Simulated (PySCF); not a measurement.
CH6GeTe, SMILES C[Te][GeH3] at its PBE0/def2-SVP optimised geometry (Å):

```
9

Te    -0.4195    -1.0473     0.0000
C      1.7463    -1.0473     0.0000
H      2.0582    -2.0998    -0.0181
H      2.1231    -0.5672     0.9114
H      2.1227    -0.5371    -0.8951
Ge    -0.6202     1.5012     0.0000
H     -2.1231     1.8280    -0.0046
H      0.0428     2.0998     1.2561
H      0.0508     2.0986    -1.2524
```

Level of theory: PBE0/def2-TZVP, def2 effective core potentials past Kr (PySCF 2.14.0). The core electrons that the potentials of Te replace are not part of the density.

Map of the deformation density (molecule minus spherical neutral atoms) (e/bohr³) on the plane z = 1.0 Å:

```
|1111111111111111111111111111111|
|1111111111110001111111111111111|
|1111111110000000001111111111111|
|1111111100000000000111111111111|
|1111110000000000000011111111111|
|1111100000000000000001111111111|
|1111100000000111100000111111111|
|1111000000001244210000111111111|
|1111000000001379410000111111111|
|1111000000001367410000011111111|
|1111000000000234210000001111111|
|1111000000000011100000000111111|
|1111000000000000000000000001111|
|1111000000000010000000000000111|
|1111100000001111000000000000111|
|1111100000011111000000000000011|
|1111100000011111000001200000011|
|1111100000011211000015920000011|
|1111100000112221000014520000011|
|1111100000112321100001110000011|
|1111110000112221100000000000011|
|1111110000111211000000000000011|
|1111111000111110000000000000111|
|1111111100111100000000000000111|
|1111111110000000000000000000111|
|1111111111000000000000000001111|
|1111111111110000000000000011111|
|1111111111111110000000001111111|
|1111111111111111111111111111111|
|1111111111111111111111111111111|
|1111111111111111111111111111111|
```
Scale: ten equal steps from -0.008 (start of '0') to 0.068 (end of '9'), in the order '0123456789'; x runs from -4.50 to 4.50, y from -4.50 (bottom) to 4.50 (top).
